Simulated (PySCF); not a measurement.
GaH2(CH2SiH3), CH7GaSi.
Bonds: Ga1–C4, C4–Si5. Hydrogens: H2, H3 on Ga1; H6, H7 on C4; H8, H9, H10 on Si5.

Method: TDDFT CAM-B3LYP/def2-SVPD, vertical, gas phase, core orbitals frozen in the response in PySCF. One conformer (not necessarily the lowest) at the PBE0-D3(BJ)/def2-SVP geometry, without solvent, vibrations or thermal averaging. Relativistic effects, spin–orbit coupling among them, are left out although an element past zinc is present.

Computed states:

| state | E (eV) | f |
| --- | --- | --- |
| S1 | 5.11 | 0.0087 |
| S2 | 5.35 | 0.0000 |
| S3 | 6.97 | 0.013 |
| S4 | 7.28 | 0.050 |
| S5 | 7.32 | 0.0007 |
| S6 | 7.84 | 0.125 |
| S7 | 7.95 | 0.098 |
| S8 | 8.13 | 0.106 |
| S9 | 8.14 | 0.085 |
| S10 | 8.22 | 0.278 |
| S11 | 8.49 | 0.010 |
| S12 | 8.53 | 0.169 |
| S13 | 8.61 | 0.017 |
| S14 | 8.67 | 0.0000 |
| S15 | 8.71 | 0.096 |

Each state is given a Gaussian of 0.5 eV full width at half maximum, with ε(max) = 2.175×10⁸ f / Δν̃ (Δν̃ the width in cm⁻¹). The width is an assumption, not a result. The curve ends short of the highest state used, and states not computed would add to its high-energy end.

(1) What does the envelope look like, and where are its maxima?

(2) On this curve, what absorbance would a 10⁻⁵ mol/L sample give at 280 nm over a 1 cm path?

(3) Coming from long wavelengths, where does ε first pass 100 L mol⁻¹ cm⁻¹?

Answers

(1) 
E (eV), ε (L mol⁻¹ cm⁻¹) and a bar:
```
     4.36          1 
     4.47          5 
     4.57         19 
     4.68         61 
     4.79        151 
     4.90        288 
     5.00        410 
     5.11        469 
     5.22        410 
     5.32        288 
     5.43        151 
     5.54         61 
     5.65         19 
     5.75          5 
     5.86          1 
     5.97          0 
     6.07          0 
     6.18          1 
     6.29          4 
     6.40         20 
     6.50         64 
     6.61        184 
     6.72        430 
     6.82        798 #
     6.93       1378 #
     7.04       2102 ##
     7.15       2791 ###
     7.25       3172 ###
     7.36       3338 ###
     7.47       3881 ####
     7.58       5867 ######
     7.68       9511 #########
     7.79      15323 ###############
     7.90      22040 #####################
     8.00      27684 ##########################
     8.11      31684 ##############################
```

Maxima: 243 nm (5.11 eV), ε about 470, made up of S1 (100%) (ε in L mol⁻¹ cm⁻¹; maxima over ε = 5, shares over 10%). At its high-energy end, 8.11 eV, the curve is still rising (ε about 32000, from S7, S8, S9 and S10).

(2) 280 nm is 4.428 eV, where ε is about 2.7 L mol⁻¹ cm⁻¹, so A = ε c l ≈ 2.7e-05 (Beer–Lambert, with the gas-phase spectrum and the assumed width).

(3) At about 262 nm (4.74 eV), 0.37 eV below S1.
